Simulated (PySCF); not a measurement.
**Ag²⁺: excitation energy**

Ag²⁺ [Kr] 4d9 (2D) → Ag²⁺ [Kr] 4d8 5p1 (high-spin determinant), as a difference of total energies. All numbers are calculated (PySCF 2.14, scalar relativity through the core potential, in aug-cc-pVTZ-PP with one added diffuse shell each of s, p, d, f, g type with ECP28MDF (7s7p6d4f3g, 113 functions)). Correlated levels: valence: 4s2 4p6 frozen. The calculations carry no spin-orbit coupling.

```tsv
method	excitation energy (eV)
UHF	13.838
LDA	14.567
PBE	14.310
PBE0	14.444
r2SCAN	14.135
revPBE	14.290
wB97M-V	14.655
PBEsol	14.385
MP2 (valence)	15.021
SCS-MP2 (valence)	15.091
```

How much does correlation contribute at MP2 (valence)?

15.021 − (13.838) = 1.183 eV, measured against UHF.

The determinant of the upper state mixes LS terms, which raises its energy above the lowest term, most at the Hartree-Fock and MP2 levels.
